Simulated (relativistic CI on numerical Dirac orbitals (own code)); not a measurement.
Method of calculation: Dirac-Coulomb-Breit CI, KLI orbitals optimised for each configuration, model QED (radiative potential, 1s self-energy scaled to tabulated hydrogen-like ionisation energies), unscaled Slater integrals (own radial code, finite nucleus).

The strongest absorption lines from the ground level of an ion, among the configurations computed and to levels below about 4010 eV (vacuum wavelength in nm, gf): 0.30918 (0.017), 0.31293 (0.03), 0.32007 (0.06), 0.32023 (0.0011), 0.33666 (0.16), 0.33709 (0.0027), 0.39501 (0.77), 0.39709 (0.012).

Q: Which ion is it?
A. S¹⁴⁺
B. Si¹²⁺
C. Ar¹⁴⁺
D. Ar¹⁶⁺

A: D. Ar¹⁶⁺ has 2 electrons and the ground level 1s2 1S_0; the strongest line goes to 1s.2p 1P°_1. The pattern of lines fixes the number of electrons, and along that sequence the line energies rise steadily with the charge (about as its square where n changes within one kind of shell, about linearly where n is kept but much faster in heavy ions where fine structure, which grows about as Z⁴, sets the gap, and irregularly where shells cross), which fixes Z. Configurations outside the model, such as inner-shell arrays, can give stronger lines. At this charge energies of transitions that change n are usually good to better than 1 %, and those within a shell (Δn = 0) to a few per cent.

LS names give the leading component of a level, which can be under half, so a name can repeat, a term be missing and a line seem to break the LS rules.
